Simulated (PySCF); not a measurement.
A species of formula C5H8F2O2Si has this rotational fingerprint, computed with PBE0/pcSseg-1 in PySCF (dipole) on a GFN2-xTB geometry, gas phase:

| Quantity | Value |
| --- | --- |
| Rotational constants | A = 2625, B = 508.2, C = 479.4 MHz |
| Dipole components | \|μa\| = 2.70 D, \|μb\| = 1.73 D, \|μc\| = 0.70 D |
| Inertial defect | -132.80 u·Å² |
| κ | -0.97 |

Task: Which candidate fits, each taken in the one conformer that was computed?
A. `[O:1]=[CH:2][C@@:3]1([F:4])[O:5][C@H:6]([F:7])[CH2:8][CH2:9][SiH2:10]1` with O1–C2–C3–F4 -172°, C2–C3–O5–C6 166°, C3–O5–C6–F7 62°, O5–C6–C8–C9 68°, C6–C8–C9–Si10 -58°
B. `[O:1]=[CH:2][O:3][C@@H:4]1[C@H:5]([F:6])[CH2:7][SiH2:8][C@H:9]1[F:10]` with O1–C2–O3–C4 1°, C2–O3–C4–C5 -81°, O3–C4–C5–F6 -56°, C4–C5–C7–Si8 43°, C5–C7–Si8–C9 -20°, C7–Si8–C9–F10 -127°
C. `[CH3:1][CH2:2][C:3](=[O:4])/[C:5](=[CH:6]/[F:7])[O:8][SiH2:9][F:10]` with C1–C2–C3–O4 2°, C2–C3–C5–C6 -179°, C3–C5–O8–Si9 180°, C5–O8–Si9–F10 180°
D. `[CH2:1]=[C:2]([CH2:3][C:4](=[O:5])[O:6][SiH3:7])[CH:8]([F:9])[F:10]` with C1–C2–C3–C4 -113°, C2–C3–C4–O5 -9°, C3–C4–O6–Si7 179°, C1–C2–C8–F9 -12°
E. `[O:1]=[CH:2][O:3][C@@H:4]1[C@H:5]([F:6])[CH2:7][SiH2:8][C@@H:9]1[F:10]` with O1–C2–O3–C4 1°, C2–O3–C4–C5 -126°, O3–C4–C5–F6 62°, C4–C5–C7–Si8 -32°, C5–C7–Si8–C9 3°, C7–Si8–C9–F10 145°

Result: D. It is C=C(CC(=O)O[SiH3])C(F)F, a near-prolate asymmetric top, point group C1. The candidates at the same level (rigid rotor, commonest isotopes):

| SMILES | A (MHz) | B (MHz) | C (MHz) | μa (D) | μb (D) | μc (D) | Δ (u·Å²) | point group | rotor |
| --- | --- | --- | --- | --- | --- | --- | --- | --- | --- |
| O=CO[C@@H]1[C@H](F)C[SiH2][C@@H]1F | 1410 | 1073 | 727.9 | 3.66 | 0.73 | 0.39 | -135.27 | C1 | asymmetric top |
| O=C[C@@]1(F)O[C@H](F)CC[SiH2]1 | 1631 | 1011 | 869.9 | 1.97 | 2.31 | 0.12 | -228.86 | C1 | asymmetric top |
| O=CO[C@@H]1[C@H](F)C[SiH2][C@H]1F | 1677 | 885.8 | 695.7 | 1.60 | 0.94 | 0.05 | -145.36 | C1 | asymmetric top |
| C=C(CC(=O)O[SiH3])C(F)F | 2625 | 508.2 | 479.4 | 2.70 | 1.73 | 0.70 | -132.80 | C1 | near-prolate asymmetric top |
| CCC(=O)/C(=C/F)O[SiH2]F | 1511 | 727.8 | 497.2 | 1.11 | 0.12 | 0.03 | -12.45 | near Cs | asymmetric top |

`O=CO[C@@H]1[C@H](F)C[SiH2][C@H]1F` has B 74 % too high; `O=C[C@@]1(F)O[C@H](F)CC[SiH2]1` has B 99 % too high; `O=CO[C@@H]1[C@H](F)C[SiH2][C@@H]1F` has B 111 % too high; `CCC(=O)/C(=C/F)O[SiH2]F` has B 43 % too high. No structure here is proved a minimum.
